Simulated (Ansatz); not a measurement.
`[OH][Sc]([OH])[O][SiH3]` + H–F → `[OH][Sc]([OH])[F]` + silanol  (ligand exchange at the Sc–O bond)

Isolated molecules relaxed with PBE0-D4/def2-TZVP in Ansatz; ΔE leaves out vibrations. CCSD(T)/CBS is the MP2 limit (def2-TZVPP, def2-QZVPP) plus CCSD(T) − MP2 in def2-TZVPP, frozen cores. This one scheme is used for every species. DFT in def2-TZVPP. For Sc outer-core shells are correlated without core-valence functions, which leaves a few kJ/mol of doubt a bond. Scalar relativity is left out up to krypton. One conformer a species, not always the lowest.

```tsv
species	revPBE-D4 energy (Eh)
`[OH][Sc]([OH])[O][SiH3]`	-1279.01009
H–F	-100.45779
`[OH][Sc]([OH])[F]`	-1012.36443
`O[SiH3]`	-367.11688
```

Question: Work out ΔE.

Answer: ΔE = (-1012.36443) + (-367.11688) − (-1279.01009) − (-100.45779) = -0.01343 Eh = -0.37 eV. CCSD(T)/CBS gives -0.19 eV.

Largest T1 diagnostic among the species: 0.016.

The D4 term adds +0.06 eV with B3LYP and +0.04 eV with PBE0; it sums over pairs of atoms, weighted by their polarisabilities, and B3LYP, whose exchange is more repulsive, gets the larger term. In def2-TZVPP, CCSD(T) changes the Hartree–Fock value by +0.08 eV (the triples alone add +0.01 eV) and MP2 by +0.09 eV.

B3LYP here is the variant with VWN-RPA as its local correlation; programs differ in this.
